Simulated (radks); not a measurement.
Values are calculated unless marked as measured or tabulated.
Coulomb parameter of the 3d shell of neutral titanium in the model configuration [Ar] 3d1 4s2 4p1, as a second difference U = [E(n + 0.5) + E(n - 0.5) - 2 E(n)] / (0.5)^2 with all orbitals relaxed. "Bare": the charge of the atom changes with n. "Screened": the 4p shell takes up the change at fixed total charge, which measures U(3d,3d) + U(4p,4p) - 2 U(3d,4p). Level of theory: Dirac Kohn-Sham, PBEsol, spin-unpolarised, spherical densities, finite nucleus; open shells are shared between the two j in proportion to 2j + 1; Fermi nuclear charge, rms radius 3.5921 fm (a radial shooting solver on a logarithmic mesh with Libxc functionals).

case,configuration,E - E(n) (eV)
start,[Ar] 3d1 4s2 4p1,0.000
bare +0.5,[Ar] 3d1.5 4s2 4p1,-3.346
bare -0.5,[Ar] 3d0.5 4s2 4p1,6.159
screened +0.5,[Ar] 3d1.5 4s2 4p0.5,-2.844
screened -0.5,[Ar] 3d0.5 4s2 4p1.5,3.975

U(bare) = 11.253 eV, U(screened by 4p) = 4.527 eV, against the Slater integral F0(3d,3d) = 18.292 eV with frozen orbitals. The step up makes a negative ion, whose loosely bound charge lowers the bare value.
